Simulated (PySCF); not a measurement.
PySCF was given this input:
```python
from pyscf import gto, scf, mcscf
import numpy

mol = gto.M(
    atom='''
Si    0.678053    0.096077   -0.793572
Cl    1.746309    0.503938    0.910975
B    -1.175477   -0.310254   -0.254570
C    -2.206870    0.857857   -0.031109
C    -1.632153   -1.795723   -0.009667
H     1.443725   -0.974279   -1.451147
H     0.883891    1.281015   -1.641195
H    -1.763793    1.744924    0.419357
H    -2.572543    1.178493   -1.009352
H    -3.082622    0.581588    0.553406
H    -2.710887   -1.940722    0.008663
H    -1.262763   -2.096280    0.973826
H    -1.203484   -2.508289   -0.712617
''',
    basis='sto-3g',
    charge=0,
    spin=0,
    verbose=4,
)

mf = scf.RHF(mol)
mf.kernel()
mc = mcscf.CASSCF(mf, 6, 4)
mc.kernel()
occ = numpy.linalg.eigvalsh(mc.fcisolver.make_rdm1(mc.ci, mc.ncas, mc.nelecas))[::-1]
ss = mc.fcisolver.spin_square(mc.ci, mc.ncas, mc.nelecas)[0]
print('natural occupations', occ.round(4), ' <S^2>', round(ss, 4))
```

Predict the SCF-reference HOMO-LUMO gap from CASSCF(4,6)/STO-3G (PySCF).

14.84 eV

What is the computed nuclear repulsion energy (CASSCF(4,6)/STO-3G)?

257.9014 Eh

Estimate the natural occupations of the active orbitals that CASSCF(4,6)/STO-3G returns for this input.

1.99, 1.98, 0.02, 0.01, 0.00, 0.00

Give the SCF-reference Mulliken (on the basis functions themselves) charges in atom order at the level CASSCF(4,6)/STO-3G.

Si1 0.69, Cl2 -0.42, B3 0.23, C4 -0.30, C5 -0.30, H6 -0.14, H7 -0.14, H8 0.06, H9 0.06, H10 0.06, H11 0.06, H12 0.07, H13 0.06

What is the computed total energy (CASSCF(4,6)/STO-3G)?

-844.1230 Eh
